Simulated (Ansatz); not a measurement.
CH2I (SMILES [CH2]I), doublet, at a GFN2-xTB geometry (all electrons, no relativity); HF/STO-3G in Ansatz (a quantum-chemistry and plane-wave program).

Ansatz was given this input:
Ansatz 0.2 input:
```yaml
crystal:
  periodic: [false, false, false]
  atoms:
    - {symbol: C, position_ang: [-1.76238477, -0.01833772, 0.07881161]}
    - {symbol: I, position_ang: [0.28516808, 0.00308136, -0.00770438]}
    - {symbol: H, position_ang: [-2.28046389, 0.90745591, -0.05339585]}
    - {symbol: H, position_ang: [-2.25913562, -0.96074191, -0.01114158]}
basis:
  gaussian:
    orbitals: STO-3G
hamiltonian:
  xc: hf
magnetization: {spin_polarized: true, initial_magnetization: 1}
scf: {lower_state_search: light}
```

What the program printed (banner, timings and long lists left out):

```
Functional definition: HF
377 factors; integrals over basis functions are off by at most 2.1e-5 eV
mean field evaluation 1: about -187463.9067 eV, gradient 7.5e0 eV
mean field evaluation 2: about -187463.9266 eV, gradient 7.5e0 eV
mean field evaluation 4: about -187464.6252 eV, gradient 1.2e0 eV
mean field evaluation 8: about -187464.6638 eV, gradient 8.1e-3 eV
mean field -187464.66377750 eV, -6889.1993257100 hartree, gradient 2.4e-5 eV, S^2 0.773056; 0 other end points of the search recorded, 0 dependent functions left out
reference -187464.66377750 eV, -6889.1993257100 hartree; 31, 30 occupied and 3, 4 virtual orbitals, 377 factors
Total energy: -187464.66377750 eV, -6889.1993257100 hartree
```
